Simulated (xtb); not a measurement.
xtb input (GFN2-xTB):

```bash
xtb mol.xyz --gfn 2 --sp --chrg 0 --uhf 0
```
mol.xyz:
```
13

C     -2.03799031    -0.17859522     0.05529309
N     -0.59676703    -0.31352537     0.06389932
C      0.12109117    -1.49488168     0.07021895
C      1.45445993    -1.18723616    -0.01327182
C      1.57744507     0.23250571    -0.08050696
C      0.29812134     0.70794656    -0.03421215
F     -0.15816520     1.96362374    -0.06588399
H     -2.42552333    -0.10008539    -0.96286475
H     -2.32956565     0.71072417     0.61073216
H     -2.47582182    -1.05147937     0.53518574
H     -0.38713167    -2.44069806     0.13828901
H      2.26489250    -1.89617548    -0.01628224
H      2.47524255     0.82134283    -0.14452612
```

End of the output:

```
         :::::::::::::::::::::::::::::::::::::::::::::::::::::
         ::                     SUMMARY                     ::
         :::::::::::::::::::::::::::::::::::::::::::::::::::::
         :: total energy             -21.415206745652 Eh    ::
         :: gradient norm              0.023948059196 Eh/a0 ::
         :: HOMO-LUMO gap              4.903138253831 eV    ::
         ::.................................................::
         :: SCC energy               -21.689088224691 Eh    ::
         :: -> isotropic ES            0.014378432911 Eh    ::
         :: -> anisotropic ES          0.002758162541 Eh    ::
         :: -> anisotropic XC          0.005729233332 Eh    ::
         :: -> dispersion             -0.008403343096 Eh    ::
         :: repulsion energy           0.273881479039 Eh    ::
         :: add. restraining           0.000000000000 Eh    ::
         :: total charge               0.000000000000 e     ::
         :::::::::::::::::::::::::::::::::::::::::::::::::::::

           -------------------------------------------------
          |                Property Printout                |
           -------------------------------------------------

    * Orbital Energies and Occupations

         #    Occupation            Energy/Eh            Energy/eV
      -------------------------------------------------------------
         1        2.0000           -0.8185466             -22.2738
       ...           ...                  ...                  ...
         7        2.0000           -0.5674562             -15.4413
         8        2.0000           -0.5548740             -15.0989
         9        2.0000           -0.5547047             -15.0943
        10        2.0000           -0.5172740             -14.0757
        11        2.0000           -0.5161822             -14.0460
        12        2.0000           -0.5089819             -13.8501
        13        2.0000           -0.4921731             -13.3927
        14        2.0000           -0.4774181             -12.9912
        15        2.0000           -0.4733661             -12.8809
        16        2.0000           -0.4558364             -12.4039
        17        2.0000           -0.4507324             -12.2651
        18        2.0000           -0.3933544             -10.7037
        19        2.0000           -0.3732187             -10.1558 (HOMO)
        20                         -0.1930317              -5.2527 (LUMO)
        21                         -0.1506623              -4.0997
        22                         -0.0037272              -0.1014
        23                          0.0686187               1.8672
        24                          0.1173011               3.1919
        25                          0.1228794               3.3437
        26                          0.1438767               3.9151
        27                          0.1927994               5.2463
        28                          0.1988207               5.4102
        29                          0.2283819               6.2146
        30                          0.2611401               7.1060
       ...                                ...                  ...
        34                          0.6844000              18.6235
      -------------------------------------------------------------
                  HL-Gap            0.1801870 Eh            4.9031 eV
             Fermi-level           -0.2831252 Eh           -7.7042 eV

     #   Z          covCN         q      C6AA      α(0)
     1   6 C        3.688    -0.046    21.591     6.651
     2   7 N        2.830    -0.029    21.803     6.935
     3   6 C        3.025    -0.031    28.753     8.796
     4   6 C        3.061    -0.067    29.611     8.924
     5   6 C        3.012    -0.094    30.341     9.036
     6   6 C        2.925     0.184    24.062     8.044
     7   9 F        0.785    -0.227    11.519     4.009
     8   1 H        0.924     0.059     2.213     2.326
     9   1 H        0.925     0.070     2.086     2.258
    10   1 H        0.925     0.061     2.184     2.311
    11   1 H        0.926     0.038     2.475     2.460
    12   1 H        0.926     0.037     2.491     2.468
    13   1 H        0.926     0.045     2.383     2.414

 Mol. C6AA /au·bohr⁶  :       1839.048484
 Mol. C8AA /au·bohr⁸  :      42470.933365
 Mol. α(0) /au        :         66.632330

Wiberg/Mayer (AO) data.
largest (>0.10) Wiberg bond orders for each atom

 ---------------------------------------------------------------------------
     #   Z sym  total        # sym  WBO       # sym  WBO       # sym  WBO
 ---------------------------------------------------------------------------
     1   6 C    3.969 --     2 N    1.001    10 H    0.981     9 H    0.978
                             8 H    0.973
     2   7 N    3.607 --     6 C    1.204     3 C    1.189     1 C    1.001
     3   6 C    3.932 --     4 C    1.581     2 N    1.189    11 H    0.970
                             6 C    0.115
     4   6 C    3.979 --     3 C    1.581     5 C    1.300    12 H    0.974
     5   6 C    3.967 --     6 C    1.512     4 C    1.300    13 H    0.973
     6   6 C    3.847 --     5 C    1.512     2 N    1.204     7 F    0.953
                             3 C    0.115
     7   9 F    1.087 --     6 C    0.953
     8   1 H    0.997 --     1 C    0.973
     9   1 H    0.995 --     1 C    0.978
    10   1 H    0.996 --     1 C    0.981
    11   1 H    0.999 --     3 C    0.970
    12   1 H    0.998 --     4 C    0.974
    13   1 H    0.998 --     5 C    0.973
 ---------------------------------------------------------------------------

Topologies differ in total number of bonds
Writing topology from bond orders to xtbtopo.mol

molecular dipole:
                 x           y           z       tot (Debye)
 q only:       -0.616      -0.642       0.052
   full:       -0.719      -0.660       0.047       2.484
molecular quadrupole (traceless):
                xx          xy          yy          xz          yz          zz
 q only:        4.248       1.080      -3.631      -0.256       0.078      -0.617
  q+dip:        5.395       2.337      -3.838      -0.374      -0.010      -1.557
   full:        4.690       2.023      -4.009      -0.276       0.048      -0.680

           -------------------------------------------------
Note: The following floating-point exceptions are signalling: IEEE_UNDERFLOW_FLAG IEEE_DENORMAL
normal termination of xtb
          | TOTAL ENERGY              -21.415206745652 Eh   |
          | GRADIENT NORM               0.023948059196 Eh/α |
          | HOMO-LUMO GAP               4.903138253831 eV   |
           -------------------------------------------------

------------------------------------------------------------------------
------------------------------------------------------------------------
 total:
 SCF:
```
